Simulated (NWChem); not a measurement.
Molecule: SiSbH$_{3}$Cl$_{2}$; SMILES [SiH3][Sb]([Cl])[Cl]

```xyz
7

Sb     0.1929     0.0011     0.6465
Cl     0.8321     1.8332    -0.7434
Cl     0.8450    -1.8271    -0.7426
Si    -2.1795    -0.0090    -0.4196
H     -2.9084    -1.2331     0.0306
H     -2.0076    -0.0068    -1.8988
H     -2.9212     1.2067     0.0326
```
Atoms are numbered in this order, from 1.

Results from NWChem. Geometry: optimised at PBE0/def2-SVP. def2 effective core potentials on Sb; no spin-orbit coupling.

For level PBE0/def2-SVP (core potentials):

```yaml
highest occupied level (eV): -7.29
orbital gap (eV): 5.32
dipole (D): 2.85
```

Q: What are these values for level PBE0/STO-3G (all-electron, non-relativistic)?

A: highest occupied level (eV): -5.20
orbital gap (eV): 6.14
dipole (D): 3.41
